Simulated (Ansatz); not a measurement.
Energy needed to pull apart AlHSeO (SMILES [O]1[AlH][Se]1), closed shell, into free ground-state atoms, from the structure below (at a frame of a short PBE0-D4/def2-SVP trajectory); no zero-point or spin–orbit terms; open-shell atoms are treated unrestricted, in their ground-state multiplicity.

```
4
angstrom
O -1.1478 -0.6879 -0.1411
Al 0.1535 0.4777 -0.0905
Se 0.4308 -1.6756 0.6260
H 0.4808 1.9061 -0.4947
```

Computed with Ansatz 0.2.0 (basis: def2-TZVPP); correlated methods freeze the cores. Filled d shells of the heavier atoms are correlated. The def2 sets are not built for correlating such inner shells, so the correlated values are less sure here.

```tsv
method	atomization energy (kJ/mol)
PBE-D4	1120
r2SCAN-D4	1094
PBE0-D4	?
wB97M-V	1069
HF	?
MP2	1091
CCSD	993
CCSD(T)	1037
```

Task: What does PBE0-D4 give? (To be estimated.)

Result: The calculation gives: 1053 kJ/mol, which is about 16 kJ/mol more than CCSD(T)/def2-TZVPP.

Task: What does HF give? (An estimate is asked for; the value comes from the calculation.)

Result: By the calculation: 587 kJ/mol, which is about 450 kJ/mol less than CCSD(T)/def2-TZVPP.

In triple zeta the MP2 and coupled-cluster atomization energies are still short of their basis limit by a few kcal/mol a bond, whereas those of the functionals are nearly converged, so these differences are not deviations from converged CCSD(T).

No T1 diagnostic of these runs exceeds 0.016. The restricted Hartree–Fock reference is unstable towards an unrestricted one here.

For scale, one of the runs: CCSD(T)/def2-TZVPP forces, 135 basis functions, launched by `ansatz run in.yaml --threads 2 --pin off --events-out ev --progress --plain --max-ram 3481MiB`. Time: 97 s of wall clock on 2 CPU threads of an Arm Neoverse V1; the host was shared. Peak host memory: 1.1 GiB.
